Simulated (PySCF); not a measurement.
A PySCF script (with the pyscf-properties extension) for the NMR shieldings of `NB(N)NC=O`, CH₆BN₃O, on a GFN2-xTB geometry:

```python
import basis_set_exchange as bse
import numpy as np
from pyscf import gto, dft
from pyscf.prop import nmr

atoms = """
N    -1.762644   -0.691558    0.090561
B    -0.554532    0.031536    0.087959
N    -0.468124    1.380986    0.420619
N     0.668296   -0.695602   -0.287439
C     1.917174   -0.198504   -0.342883
O     2.250655    0.937666   -0.098919
H    -2.642235   -0.275852    0.333094
H    -1.836137   -1.661166   -0.153752
H     0.425794    1.842959    0.403164
H    -1.240059    1.958604    0.694945
H     0.576071   -1.670945   -0.525120
H     2.666940   -0.958811   -0.648256
"""
names = dict.fromkeys(["N", "B", "C", "O", "H"], "pcSseg-1")
basis = {el: gto.basis.parse(bse.get_basis(n, elements=[el], fmt="nwchem")) for el, n in names.items()}
mol = gto.M(atom=atoms, basis=basis, charge=0, verbose=0)
mf = dft.RKS(mol, xc="PBE0")
mf.grids.level = 2
mf.grids.alignment = dft.numint.BLKSIZE   # the property module wants whole blocks of grid points
mf.conv_tol = 1e-9
mf.kernel()

calc = nmr.RKS(mf)   # GIAO
C = mf.mo_coeff
Co = C[:, mf.mo_occ > 0]
resp = mf.gen_response(singlet=True, hermi=2)
def vind(x):   # induced exchange potential for any number of trial vectors
    d = np.einsum("pi,xij,qj->xpq", C, 2 * x.reshape(-1, C.shape[1], Co.shape[1]), Co, optimize=True)
    return np.einsum("xpq,pi,qj->xij", resp(d - d.transpose(0, 2, 1)), C, Co, optimize=True).ravel()
mo1, _ = nmr.rhf.solve_mo1(calc, with_cphf=vind)
sigma = calc.kernel(mo1)
for i, s in enumerate(sigma):   # ppm
    print("%2d %-2s %9.2f" % (i, mol.atom_pure_symbol(i), np.trace(s) / 3))
```

Problem. Give the expected output.

Solution. 
```
 0 N     220.29
 1 B      80.91
 2 N     211.06
 3 N     119.64
 4 C      20.41
 5 O    -101.60
 6 H      30.16
 7 H      30.31
 8 H      26.59
 9 H      29.77
10 H      27.15
11 H      23.24
```

These numbers come from an equivalent density-fitted implementation of the same equations, which agrees with the script to about 0.01 ppm for H and up to a few tenths of a ppm for heavy atoms, so last digits may differ.

Size and cost of the density-fitted run: 132 basis functions, 8.3 s wall time on 1 thread of an x86-64 server CPU, shared host.
